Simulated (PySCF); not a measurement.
Species: `C=C(C[SiH2][SiH2]P)C(C)=O`. The columns A, B, C and D hold Mulliken, IAO, Hirshfeld and ESP-fitted charges (e) of one PBE0/pcSseg-1 density (PySCF), in a shuffled order. Coordinates in Å (GFN2-xTB); the density's dipole moment is (-3.53, 0.70, 0.33) D.

```tsv
atom	x	y	z	A	B	C	D
C1	-2.883	-0.586	0.160	-0.023	-0.305	-0.549	-0.083
C2	-1.563	-0.414	0.242	-0.423	-0.020	+0.153	0.000
C3	-0.608	-1.438	0.734	-0.402	-0.524	-0.429	-0.158
Si4	0.845	-1.739	-0.500	+0.416	+0.487	+0.342	+0.219
Si5	2.788	-0.611	0.077	+0.125	+0.276	+0.236	+0.176
P6	2.409	1.594	0.169	-0.204	-0.076	-0.343	-0.043
C7	-0.904	0.807	-0.260	+0.313	+0.391	+0.531	+0.183
C8	-1.629	2.117	-0.194	-0.230	-0.472	-0.643	-0.118
O9	0.219	0.721	-0.726	-0.461	-0.412	-0.347	-0.142
H10	-3.539	0.159	-0.257	+0.113	+0.152	+0.203	+0.050
H11	-3.345	-1.505	0.479	+0.118	+0.159	+0.225	+0.055
H12	-0.166	-1.080	1.667	+0.170	+0.158	+0.136	+0.042
H13	-1.136	-2.362	0.958	+0.141	+0.156	+0.154	+0.047
H14	1.096	-3.189	-0.323	-0.086	-0.144	-0.160	-0.104
H15	0.332	-1.643	-1.870	-0.044	-0.104	-0.091	-0.085
H16	3.283	-0.947	1.424	-0.040	-0.099	-0.069	-0.082
H17	3.911	-0.921	-0.822	-0.041	-0.102	-0.105	-0.083
H18	2.557	1.810	-1.183	+0.063	-0.003	+0.108	-0.016
H19	3.737	1.924	0.418	+0.041	-0.034	+0.084	-0.029
H20	-2.244	2.225	-1.088	+0.153	+0.175	+0.203	+0.063
H21	-2.270	2.171	0.680	+0.141	+0.163	+0.177	+0.052
H22	-0.901	2.926	-0.186	+0.159	+0.178	+0.184	+0.055
```

Question: Which column most likely holds the ESP-fitted charges?

Answer: C. Σ q r misses the density's dipole by 0.06 D (C), 0.25 D (A), 0.46 D (B), 0.47 D (D). Charges fitted to the outside potential are the only set here that is tied to the molecule's multipoles.

Question: And the Hirshfeld charges?

Answer: D. The mean sizes are 0.086 e (D), 0.178 e (A), 0.209 e (B), 0.249 e (C), and Hirshfeld charges are commonly the smallest of these schemes.

As computed, A = Mulliken, B = IAO, C = ESP-fitted, D = Hirshfeld. Hydrogens on carbon: Mulliken +0.11 to +0.17, IAO +0.15 to +0.18, ESP-fitted +0.14 to +0.23, Hirshfeld +0.04 to +0.06 e.

The ESP scheme is a least-squares fit of atom-centred charges to the potential on four shells outside the van der Waals surface, with the total charge fixed. The Hirshfeld scheme divides the density at each point in proportion to the densities of the neutral, spherically averaged free atoms.

Isolated species at its GFN2-xTB geometry (one conformer only).
